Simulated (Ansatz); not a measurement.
A made-up structure of C2H3Se (charge -1), singlet:

C1  (-0.273, 0.294, -0.284)
C2  (-0.133, -0.968, 0.520)
Se3  (1.496, -1.163, 1.291)
H4  (-1.133, 0.858, 0.107)
H5  (2.755, -0.724, 2.001)
H6  (-0.565, 0.019, -1.309)
(Å)

It is relaxed with PBE-D4/def2-SVPD and then PBE0-D4/def2-TZVPD (Ansatz 0.2.0). Atoms count as bonded within 1.22 times the sum of their covalent radii (H–H: 0.88 Å). The end point is not checked to be a true minimum.

Does its bonding change? (Judge from chemistry; the calculation decides.)

The calculation gives: No: no bond forms or breaks.

Where it ends: The first stage lowers the energy by 3.37 eV in 13 steps. It ends as C₂H₃Se ([CH2][C][SeH]), total charge -1:
| atom | x (Å) | y (Å) | z (Å) |
| --- | --- | --- | --- |
| C1 | -0.3174 | -0.0044 | -0.1922 |
| C2 | 0.2498 | -1.2152 | -0.0928 |
| Se3 | 1.6199 | -1.4255 | 1.2233 |
| H4 | -0.0649 | 0.8795 | 0.4158 |
| H5 | 1.7643 | -0.0803 | 1.9037 |
| H6 | -1.1057 | 0.1610 | -0.9317 |

Labels in which every atom is bracketed show which atoms are joined, not bond orders.

For scale, one of the runs: PBE0-D4/def2-TZVPD relaxation, 158 basis functions, launched by `ansatz run in.yaml --threads 2 --pin off --events-out ev --progress --plain --max-ram 4352MiB`. Hardware: 2 CPU threads of an Intel Xeon Platinum 8259CL, shared host. Wall time about 29 s.
